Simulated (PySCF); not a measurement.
Ti(F)3(Me) (CH3F3Ti), SMILES [CH3][Ti]([F])([F])[F], multiplicity 1. Heavy atoms are numbered as in [Ti:1]([F:2])([F:3])([F:4])[CH3:5]. Hydrogens are named by the atom that carries them.

Coordinates come from a PBE0-D3(BJ)/def2-SVP optimisation. The spin state was assumed, not searched. The structure was generated by enumeration; whether it is a known compound was not checked.

Computed with PBE0/def2-TZVP in PySCF.

ESP charges are fitted to the potential on shells at 1.4 to 2.0 van der Waals radii. Atomic charges (e), one atom of each kind:

```tsv
atom	ESP fit	IAO
Ti1	1.35	1.65
F2	-0.38	-0.45
C5 (CH3)	-0.91	-0.79
H on C5	0.23	0.17
```
